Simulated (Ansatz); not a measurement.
Species: C3H5N, charge 0, singlet. C3H5N (propa-1,2-dien-1-amine, SMILES C(=C)=CN).
B3LYP-D3(BJ)/def2-TZVP minimum from Ansatz (a quantum-chemistry and plane-wave program):
```xyz
9

C      1.9207    -0.0397     0.1128
C      0.6376    -0.2306    -0.0044
C     -0.6455    -0.4187    -0.1694
N     -1.6558     0.5509    -0.0384
H      2.5235     0.3267    -0.7142
H      2.4486    -0.2386     1.0415
H     -0.9992    -1.3891    -0.5034
H     -2.5059     0.1910     0.3714
H     -1.3532     1.3877     0.4396
```

Total energies in hartree (Ansatz). UHF or UKS for unpaired electrons; spin-orbit terms are left out. Correlated methods leave the cores frozen. No relativity. For partners of very few electrons the exact lower level stands in for a higher one.

| species | HF/cc-pVTZ | CCSD(T)/cc-pVTZ | HF/cc-pVQZ | CCSD(T)/cc-pVQZ | CCSD(T)/cc-pVDZ | CCSDT(Q)/cc-pVDZ |
|---|---|---|---|---|---|---|
| 1: C3H5N (propa-1,2-dien-1-amine, SMILES C=C=CN) | -170.95317 | -171.70213 | -170.96514 | -171.75367 | -171.52365 | -171.52623 |
| 2: C (triplet) | -37.69157 | -37.78076 | -37.69331 | -37.78654 | -37.76038 | -37.76071 |
| 3: N (quartet) | -54.40069 | -54.51471 | -54.40372 | -54.52482 | -54.47850 | -54.47866 |
| 4: H (doublet) | -0.49981 | -0.49981 | -0.49995 | -0.49995 | -0.49928 | -0.49928 |

### Question
Work out the atomisation energy (electronic, to ground-state atoms) in kcal/mol: take Hartree-Fock from cc-pVQZ, extrapolate the CCSD(T) correlation energy as X^-3 (X = 3, 4), and add CCSDT(Q) - CCSD(T) in cc-pVDZ. 1 hartree = 627.51 kcal/mol.

### Answer

Species 1: correlation (64·(-0.78853) - 27·(-0.74896))/37 = -0.81741; step -0.00258; E1 = -170.96514 + (-0.81741) + (-0.00258) = -171.78513
Species 2: correlation (64·(-0.09323) - 27·(-0.08919))/37 = -0.09618; step -0.00033; E2 = -37.69331 + (-0.09618) + (-0.00033) = -37.78982
Species 3: correlation (64·(-0.12110) - 27·(-0.11402))/37 = -0.12627; step -0.00016; E3 = -54.40372 + (-0.12627) + (-0.00016) = -54.53015
Species 4: correlation (64·(0.00000) - 27·(0.00000))/37 = 0.00000; step +0.00000; E4 = -0.49995 + (0.00000) + (+0.00000) = -0.49995
-1·E1 +3·E2 +1·E3 +5·E4 = 1.38577 hartree = 869.6 kcal/mol.
